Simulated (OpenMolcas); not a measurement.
# OpenMolcas run: I6+

Input:

```
&GATEWAY
Coord
1

I 0.0 0.0 0.0
Basis=ANO-R1
Group=XYZ
NoMove
AngMom=0.0 0.0 0.0
AMFI
&SEWARD
&RASSCF
FileOrb=start.orb
Symmetry=1
Spin=2
nActEl=1 0 0
Inactive=14 9
Ras2=1 3
CIRoot=1 1 1
SDav=1
CIMx=300
Iter=120 100
PrWF=0.3
OrbListing=Nothing
MaxOrb=0
Atom
>>> COPY $Project.JobIph JOB001
&RASSCF
FileOrb=start.orb
Symmetry=2
Spin=2
nActEl=1 0 0
Inactive=14 9
Ras2=1 3
CIRoot=3 3 1
SDav=3
CIMx=300
Iter=120 100
PrWF=0.3
OrbListing=Nothing
MaxOrb=0
Atom
>>> COPY $Project.JobIph JOB002
&RASSI
NrOfJobIphs=2 1 3
1
1 2 3
IphNames
JOB001
JOB002
EJob
SpinOrbit
DIPRint=1.0
SOCoupling=1000.0
Subsets=2
MEES
Property=10
'ANGMOM' 1 'ANGMOM' 2 'ANGMOM' 3 'MLTPL  1' 1 'MLTPL  1' 2 'MLTPL  1' 3
'AMFI' 1 'AMFI' 2 'AMFI' 3 'MLTPL  2' 6
SOProperty=3
'ANGMOM' 1 'ANGMOM' 2 'ANGMOM' 3
```

Launched by
```bash
OMP_NUM_THREADS=1 MOLCAS_MEM=2252 MOLCAS_PROJECT=a pymolcas a.inp > a.log  # once for each step of the input, in one work folder
```

A driver script runs the steps one by one and writes start.orb anew before each from the orbitals found so far.

Output, cut to the results:

```
--- SEWARD ---
Basis set label: I.ANO-R...6S5P3D1F.

      Electronic valence basis set:
      ------------------
      Associated Effective Charge  53.000000 au
      Associated Actual Charge     53.000000 au
      Nuclear Model: Finite nucleus - Gaussian distribution
        Gaussian exponent, Xi/bohr**(-2):  1.84442E+08

      Shell  nPrim  nBasis  Cartesian Spherical Contaminant
         s      23       6        X
         p      18       5        X
         d      12       3                 X
         f       6       1                 X
                  Relativistic X2C integrals
                  Atomic mean-field integrals
--- RASSCF ---
Wave function specifications:
      -----------------------------

      Number of closed shell electrons          46
      Number of electrons in active shells       1
      Max number of holes in RAS1 space          0
      Max nr of electrons in RAS3 space          0
      Number of inactive orbitals               23
      Number of active orbitals                  4
      Number of secondary orbitals              16
      Spin quantum number                      0.5
      State symmetry                             1
Orbital specifications:
      -----------------------

      Symmetry species                           1   2
                                                ag  au
      Frozen orbitals                            0   0
      Inactive orbitals                         14   9
      Active orbitals                            1   3
      RAS1 orbitals                              0   0
      RAS2 orbitals                              1   3
      RAS3 orbitals                              0   0
      Secondary orbitals                         6  10
      Deleted orbitals                           0   0
      Number of basis functions                 21  22
      Number of CSFs                             1
      Number of root(s) required                 1
      Iter CI   SX   CI       RASSCF       Energy    max ROT     max BLB   max BLB  Level Ln srch  Step   QN
          iter iter root      energy       change     param      element    value   shift minimum  type update
 Nr of preliminary CI iterations:   1
 ###############################################################################
 ###############################################################################
 ###                                                                         ###
 ###                                                                         ###
 ###    WARNING: Problems in orbital optimization.                           ###
 ###                                                                         ###
 ###                                                                         ###
 ###############################################################################
 ###############################################################################
  Warning: In symmetry  2, orbital p=  10 has diagonal density matrix element D(p,p) close to zero. D(p,p)=  0.000000E+00
  Warning: In symmetry  2, orbital p=  11 has diagonal density matrix element D(p,p) close to zero. D(p,p)=  0.000000E+00
        ...
  Warning: In symmetry  2, orbital p=  10 has diagonal density matrix element D(p,p) close to zero. D(p,p)=  0.000000E+00
  Warning: In symmetry  2, orbital p=  11 has diagonal density matrix element D(p,p) close to zero. D(p,p)=  0.000000E+00
  Warning: In symmetry  2, orbital p=  12 has diagonal density matrix element D(p,p) close to zero. D(p,p)=  0.000000E+00
        4   1    1    1  -104.67794665   -4.55E-12   0.00E+00    9  12 2  6.19E-09   0.50   0.00    SX    NO
      Convergence after  4 iterations
        5   1    1    1  -104.67794665    1.82E-12   0.00E+00    9  12 2  6.19E-09   0.50   0.00    SX    NO
      Natural orbitals and occupation numbers for root  1
      sym 1:   1.000000
      sym 2:   0.000000   0.000000   0.000000
::    RASSCF root number  1 Total energy:  -7104.67794665
--- RASSCF ---
Wave function specifications:
      -----------------------------

      Number of closed shell electrons          46
      Number of electrons in active shells       1
      Max number of holes in RAS1 space          0
      Max nr of electrons in RAS3 space          0
      Number of inactive orbitals               23
      Number of active orbitals                  4
      Number of secondary orbitals              16
      Spin quantum number                      0.5
...
--- RASSI ---
SPIN-FREE ENERGIES:
  (Shifted by EMIN (a.u.) =      -7104.6779466470)

 SF State       Relative EMIN(au)   Rel lowest level(eV)    D:o, cm**(-1)      L_eff

     1             0.0000000000        0.0000000000              0.0000         0.0
     2             0.4747187481       12.9177552114         104188.7222         1.0
     3             0.4747187481       12.9177552114         104188.7222         1.0
     4             0.4747187481       12.9177552114         104188.7222         1.0
     Dipole printing threshold changed to   1.00000000E+00

++ Dipole transition strengths (spin-free states):
   -----------------------------------------------
     for osc. strength at least  1.00000000E+00

  ( Max oscillator strength is only   0.38981306019265721      )
--
Eigenvalues of complex Hamiltonian:
   -----------------------------------
  (Shifted by EMIN (a.u.) =      -7104.6779466470)

 SO State       Relative EMIN(au)   Rel lowest level(eV)    D:o, cm**(-1)     J-value

     1             0.0000000000        0.0000000000              0.0000         0.4
     2             0.0000000000        0.0000000000              0.0000         0.4
     3             0.4334541304       11.7948877628          95132.1855         0.4
     4             0.4334541304       11.7948877628          95132.1855         0.4
     5             0.4953510569       13.4791889357         108716.9906         1.4
     6             0.4953510569       13.4791889357         108716.9906         1.4
     7             0.4953510569       13.4791889357         108716.9906         0.8
     8             0.4953510569       13.4791889357         108716.9906         0.8
Weights of the five most important spin-orbit-free states for each spin-orbit state.

 SO State  Total energy (au)           Spin-free states, spin, and weights
 -------------------------------------------------------------------------------------------------------
...
```

The J values that RASSI prints are effective ones from its own formula and need not be integers or half-integers; the table below assigns J from the states.

Levels above the lowest, from the spin-orbit matrix, grouped by J:

```json
{"Configuration": "5s", "Term": "²S", "J": "1/2", "E (cm⁻¹)": "0.0", "Measured (cm⁻¹)": "0.0", "g": "2.002", "Term weight %": "100"}
{"Configuration": "5p", "Term": "²P°", "J": "1/2", "E (cm⁻¹)": "95132", "Measured (cm⁻¹)": "104960", "g": "0.666", "Term weight %": "100"}
{"Configuration": "5p", "Term": "²P°", "J": "3/2", "E (cm⁻¹)": "108717", "Measured (cm⁻¹)": "119960", "g": "1.334", "Term weight %": "100"}
```

Against the 2 measured excited levels shown (Moore, Atomic Energy Levels, vol. III, NSRDS-NBS 35 (1971 reprint of NBS Circular 467, 1958)) the mean absolute deviation is 11000 cm-1; the largest miss in energy is 5p ²P°_3/2: computed 108717, measured 119960 cm⁻¹ (-9.4 %).

With one active electron the reference holds no correlation, so core polarisation is missing. The basis is small and was not contracted for so high a charge. Measured partners are found by configuration, term and J. A level has none where our copy of the source lacks it or the pairing is in doubt (some pairs that miss far off the trend of their configuration count as doubtful), and it then counts in no deviation. Only configurations of the active space appear.

The RASSCF and RASSI steps took 6.4 s on 1 thread of Arm Neoverse V1 (shared host); the integral step is not counted.

The term weight is that of the spin-free term in the level, not the purity of its configuration. ° marks odd parity.
